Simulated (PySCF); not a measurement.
# GeH7NSi: core ionisation energies

Species: GeH₇NSi.
Cartesian coordinates in Å at the PBE0-D3(BJ)/def2-SVP level; atoms count from 1:
```xyz
10
GeH7NSi angstrom
N      1.690    0.588    0.504
Ge     0.648   -0.869    0.054
Si    -1.627   -0.201    0.282
H      2.688    0.390    0.491
H      1.528    1.401   -0.086
H      0.899   -1.420   -1.376
H      1.017   -1.986    1.050
H     -2.538   -1.324   -0.099
H     -1.905    0.961   -0.620
H     -1.916    0.206    1.690
```

Computed, not measured: PySCF, delta-SCF UKS SCAN, pcX-2 on the ionised atom, pcseg-1 elsewhere, spin-free X2C. Vertical ΔSCF values, vacuum level as zero.

Task: List the computed XPS lines with their assignment.

Result: 
```
atom(s)                    environment     level  binding energy (eV)  2p1/2 (eV)  count
     N1  nitrogen bonded to Ge and 2 H      N 1s               404.44           –      1
    Si3                   SiH3 silicon  Si 2p3/2               106.58      107.21      1
    Si3                   SiH3 silicon     Si 1s              1846.27           –      1
```

Task: Which photon wavelength matches the Si 2p3/2 of Si3 threshold?

Result: λ = hc/E = 12398.42 eV Å / 106.58 eV = 116.330 Å.

The 2p values aren't plain energy differences: one relaxed spin-free 2p hole is combined with a matrix within the shell (ground-state 2p orbital-energy differences and spin–orbit coupling). 2p3/2, the mean of its two sublevels, lies a third of the splitting below the shell's mean and 2p1/2 two thirds above it; the statistical areas are 2:1. 2p1/2 minus 2p3/2 (ligand field included): Si 0.62 eV. No level of germanium is listed. Isolated species at its PBE0-D3(BJ)/def2-SVP geometry (one conformer only).
